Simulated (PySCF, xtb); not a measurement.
Se(Cl)(SMe) (CH3ClSSe), SMILES CS[Se]Cl. The values are those of a single conformer.

Harmonic wavenumbers (cm⁻¹) from GFN2-xTB in xtb at its own minimum, in rising order: 71, 104, 159, 196, 344, 403, 692, 931, 935, 1306, 1435, 1441, 3042, 3053, 3068.

Q: What does PBE-D3(BJ)/def2-SVP in PySCF give at its own minimum? (An estimate is asked for; the answer gives what the named calculation found.)

A: 79, 132, 168, 216, 338, 408, 667, 917, 922, 1263, 1379, 1395, 2979, 3093, 3110. Paired by order, the mean absolute difference is 28 cm⁻¹ and the zero-point energies are 24.6 and 24.4 kcal/mol.
